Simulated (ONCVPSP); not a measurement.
What one change does to a pseudopotential (Ru, ONCV)

- Element: ruthenium
- Generator: ONCVPSP 4.0.1
- Type: optimised norm-conserving Vanderbilt (ONCV)
- Functional: PBE
- Relativity: scalar-relativistic
- Frozen core: [Ar] 3d10
- Valence charge: 16
- Reference configuration: 4s2 4p6 4d7 5s1
- Partial waves: 4s+5s: rc 2.00 bohr, ncon 3, nbas 6, qcut 7.2 1/bohr, 2 projectors; 4p: rc 1.20 bohr, ncon 3, nbas 6, qcut 7.7 1/bohr, 2 projectors, debl 3.7 Ha; 4d: rc 1.85 bohr, ncon 4, nbas 9, qcut 8.7 1/bohr, 2 projectors, debl 3.3 Ha
- Local potential: polynomial inside 0.95 bohr (lpopt 5, dvloc0 4 Ha)
- Core correction: none

Change: local potential polynomial inside 1.10 bohr (lpopt 1, dvloc0 3 Ha).

Cutoffs: the cutoffs (Ha) at which the residual kinetic energy of the hardest occupied pseudo-wave falls to 1 and 0.1 mHa per electron; they do not see the model core or the augmentation charge, which bear on the density cutoff. Errors are all-electron minus pseudo energies relative to the spin-unpolarised reference configuration.

Predict the effect on cutoff, ghosts and configuration errors.

The potential gets neither clearly harder nor softer (28 Ha and 77 Ha → 28 Ha and 77 Ha); of the 4 tests that both files solve, the error grows in 2 and shrinks in 1 by more than 15 % and 0.3 meV (median size 1.1 → 1.6 meV); the range in which the s phases agree widens (upper end 3.2 → 4.3); neither file shows a bound ghost.

```csv
quantity,base,changed
"cutoff, loose",28 Ha,28 Ha
"cutoff, tight",77 Ha,77 Ha
bound ghosts,none,none
GHOST(+) flags under 300 eV,s at 100.1 eV,none
"error for 4s2 4p6 4d7 5s0, meV [ΔE 7.29 eV]",-2.0,-2.0
"error for 4s2 4p6 4d6 5s0, meV [ΔE 25.48 eV]",-2.0,-0.9
"error for 4s2 4p6 4d5 5s0, meV [ΔE 56.10 eV]",+0.2,+2.9
"error for 4s2 4p6 4d6 5s1, meV [ΔE 10.11 eV]",+0.3,+1.1
s: phases at 2.04 bohr within 0.05 rad from the reference energy up to (Ha; the scan ends near 5),3.2,4.3
p: phases at 1.22 bohr within 0.05 rad from the reference energy up to (Ha; the scan ends near 5),to the end of the scan,to the end of the scan
d: phases at 1.88 bohr within 0.05 rad from the reference energy up to (Ha; the scan ends near 5),to the end of the scan,to the end of the scan
```
